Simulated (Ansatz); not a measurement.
Mulliken charges of `OP([SiH3])S` from B3LYP/def2-TZVPP in Ansatz (PBE0-D4/def2-TZVP geometry).

```
atom   x (Å)   y (Å)   z (Å)  charge (e)
  O1  -0.411   1.078  -1.615      -0.354
  P2  -0.911  -0.164  -0.656       0.217
 Si3   1.053  -0.922   0.209       0.202
  S4  -1.472   0.721   1.178      -0.221
  H5   0.177   1.708  -1.184       0.188
  H6   1.758   0.162   0.950      -0.049
  H7   1.907  -1.367  -0.924      -0.051
  H8   0.775  -2.064   1.115      -0.045
  H9  -2.788   0.801   0.912       0.113
```

Task: By hand: the dipole of these point charges (1 e Å = 4.8032 D).

Result: Σ q r = (-0.014, -0.197, 0.042) e Å, of length 0.202 e Å = 0.97 D.

Task: How does the dipole of the full density compare? (Best estimate.)

Result: The calculation gave: (0.104, 0.087, 0.111) e Å, 0.84 D; the point charges give 1.15 times that, at 113° from its direction.

Point charges leave out the atoms' own dipoles, such as those of lone pairs, and Mulliken's split depends on the basis, so the two needn't agree.

B3LYP here is the variant with VWN-RPA as its local correlation; programs differ in this.
